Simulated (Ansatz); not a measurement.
A displaced shape of singlet AgH:

| atom | x (Å) | y (Å) | z (Å) |
| --- | --- | --- | --- |
| Ag | 0.0481 | -0.0076 | -0.0450 |
| H | -0.0329 | 0.0377 | 1.5887 |

It was optimised with HF/def2-SVP (with the core potentials of the set past Kr) in Ansatz (development build ahead of 0.2.0) to forces under 0.001 eV/Å, with restricted orbitals. Each step stands on the lowest determinant of that kind that the program's search found.

(1) What shape does it relax to, and how does the optimisation go?

## Answers

(1)

```xyz
2

Ag    0.0497   -0.0085   -0.0773
H    -0.0345    0.0386    1.6209
```

Bond lengths: Ag1–H2 1.701 Å.

```
step  E − E(start) (eV)  largest force (eV/Å)
   1             0.0000                0.6948
   2            -0.0211                0.0887
   3            -0.0215                0.0007
```

The optimisation ended after 3 steps with its threshold met.
